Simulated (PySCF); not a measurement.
# What a mistake does to a calculation on BH7NSi2

All numbers below are calculated, not measured. The program is PySCF 2.14.0, an open-source quantum chemistry code, run on an isolated molecule that a program drew, which may never have been made. The molecule is BH7NSi2 (charge 0, doublet), drawn as the SMILES string `B[SiH](N)[SiH2]`.

Each row is a Hartree-Fock (HF) and frozen-core CCSD(T) single point in the cc-pV(D+d)Z basis, meant for a local HF minimum. Run 1 is clean. Each other run has one planted mistake out of seven kinds, and not every kind appears here: one electron removed, one electron added, multiplicity raised by two, geometry at a saddle point, minimal basis STO-3G, one bond length entered in bohr, all coordinates scaled. The reference is restricted for singlets and unrestricted otherwise, and also for a bond in bohr. Adding or removing an electron swaps singlet and doublet. Electrons count all cores. HOMO and LUMO are orbital energies over both spins, the gradient is its largest component, and the lowest frequency (negative if imaginary) is given only where the gradient is small. Bond lengths are over the 10 bonds as drawn. T1 is the CCSD diagnostic: over 0.02 (restricted) or 0.045 (unrestricted) a single reference is doubtful.

Geometry of the clean run:
```xyz
11
BH7NSi2, angstrom
B    -1.4957    1.7835    0.1310
Si    0.3509    1.3665   -0.5921
N     0.5292   -0.3144   -0.9810
Si    0.6109    2.5940   -2.5956
H    -2.4126    1.0133    0.0430
H    -1.7152    2.8614    0.6126
H     1.3853    1.8988    0.3412
H     1.3927   -0.6309   -1.3828
H     0.1993   -0.9931   -0.3190
H    -0.4462    2.3505   -3.6100
H     0.7611    4.0581   -2.3971
```

```
run,electrons,basis functions,<S^2>,HOMO (eV),LUMO (eV),gradient (hartree/bohr),lowest frequency (cm^-1),mean bond (Å),longest bond (Å),T1,HF (hartree),CCSD(T) (hartree),mistake
1,47,109,0.767,-8.38,0.67,3.6e-05,103,1.4996,2.364,0.0156,-661.03920,-661.55379,no fault
2,46,109,0.000,-15.10,-6.51,4.1e-02,-,1.4996,2.364,0.0174,-660.76513,-661.27011,one electron removed
3,48,109,0.000,-0.96,6.09,2.6e-02,-,1.4996,2.364,0.0314,-661.03623,-661.59545,one electron added
4,47,35,0.755,-5.67,5.83,4.9e-02,-,1.4996,2.364,0.0090,-653.32669,-653.52403,minimal basis STO-3G
5,47,109,1.574,-8.42,0.52,2.1e-02,-,1.5889,2.364,0.0631,-660.90252,-661.40951,one bond length entered in bohr
6,47,109,3.769,-7.01,-1.55,5.9e-02,-,1.4996,2.364,0.0187,-660.91428,-661.41938,?
```

**Which mistake was planted in run 6, and what did it cost?**

Electrons, basis and geometry are unchanged, and <S^2> is 3.769, beside S(S+1) = 3.75 for a multiplicity of 4. So the mistake is: multiplicity raised by two. Subtracting run 1 and multiplying by 627.51 kcal/mol a hartree, the energy moved by 78.4 kcal/mol in HF and 84.3 kcal/mol in CCSD(T).

Cautions from the logs. Run 3: T1 is over the limit, so its CCSD(T) energy is less reliable; run 5: T1 is over the limit, so its CCSD(T) energy is less reliable.
